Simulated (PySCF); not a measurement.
**Electron affinity of V by level of theory**

V- [Ar] 3d4 4s2 (5D) → V [Ar] 3d3 4s2 (4F), as a difference of total energies. All numbers are calculated (PySCF 2.14, no relativity, point nucleus, in aug-cc-pVDZ (7s6p4d2f, 59 functions)). Correlated levels: valence: [Ar] frozen. The calculations carry no spin-orbit coupling.

Question: Order these methods by the electron affinity they give, lowest first.
A. UHF
B. CCSD (valence)
C. MP2 (valence)
D. SCS-MP2 (valence)

Answer: D (-0.650 eV), A (-0.450 eV), C (-0.013 eV), B (0.229 eV).

These non-relativistic numbers lack the scalar-relativistic shift.

The reference lies between the lowest fine-structure levels, while these numbers refer to the centres of the terms.

Errors of the correlated levels include the incompleteness of this basis and the frozen core.

A negative affinity means that the anion lies above the atom at that level of theory.

The coupled-cluster amplitudes are large for V- (T1 above 0.03 or a double amplitude above 0.15), so a single reference is strained.

For comparison: 0.528 eV (measured; photodetachment measurements, as compiled on the Wikipedia data page of electron affinities).
